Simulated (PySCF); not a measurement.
C4H4BFO, SMILES C#CB(F)C(C)=O. Atoms are numbered in the order given.

```xyz
11

C     -2.6142    -1.0104     0.4181
C     -1.6128    -0.3182     0.3760
B     -0.3115     0.4696     0.3118
F     -0.2257     1.6812     0.8500
C      0.9530    -0.0980    -0.4820
C      2.0409    -0.9345     0.1386
O      0.9476     0.2156    -1.6624
H     -3.5051    -1.6111     0.4573
H      2.5237    -0.3730     0.9570
H      2.7874    -1.2133    -0.6191
H      1.6001    -1.8395     0.5909
```

The structure is a stationary point at B3LYP-D3(BJ)/def2-SVP. The structure was generated by enumeration, and PubChem lists no compound with its InChIKey, so it may never have been made. One conformer was computed; it need not be the lowest.

Two levels are set side by side: PBE/pcSseg-1 (PySCF) and KT2/pcSseg-1 (PySCF). GIAO shifts against BF3 (¹¹B), CFCl3 (¹⁹F), H2O (¹⁷O), TMS (¹H), TMS (¹³C) at the same level; non-relativistic, no solvent, atoms listed together averaged. Differences are taken from unrounded values.

```
quantity              KT2
------------------  -----
δ(¹³C) of C1 (ppm)  100.7
δ(¹³C) of C2 (ppm)   83.5
δ(¹¹B) of B3 (ppm)   14.0
δ(¹⁹F) of F4 (ppm)  -61.5
δ(¹³C) of C5 (ppm)  220.0
δ(¹³C) of C6 (ppm)   34.5
δ(¹⁷O) of O7 (ppm)  706.8
δ(¹H) of H8 (ppm)    3.52
```

Question: What does PBE give, and how far is it from KT2? (An estimate is asked for; the answer gives what the named calculation found.)

Answer: 
```json
[
 {"quantity": "δ(¹³C) of C1 (ppm)", "PBE": "107.7", "PBE minus KT2": "7.1"},
 {"quantity": "δ(¹³C) of C2 (ppm)", "PBE": "91.1", "PBE minus KT2": "7.6"},
 {"quantity": "δ(¹¹B) of B3 (ppm)", "PBE": "16.2", "PBE minus KT2": "2.2"},
 {"quantity": "δ(¹⁹F) of F4 (ppm)", "PBE": "-43.1", "PBE minus KT2": "18.4"},
 {"quantity": "δ(¹³C) of C5 (ppm)", "PBE": "237.2", "PBE minus KT2": "17.2"},
 {"quantity": "δ(¹³C) of C6 (ppm)", "PBE": "36.3", "PBE minus KT2": "1.8"},
 {"quantity": "δ(¹⁷O) of O7 (ppm)", "PBE": "761.5", "PBE minus KT2": "54.7"},
 {"quantity": "δ(¹H) of H8 (ppm)", "PBE": "3.27", "PBE minus KT2": "-0.25"}
]
```

Rough cost on one machine, each run with all the roots and properties that it gave: KT2 against PBE within a factor of 2.
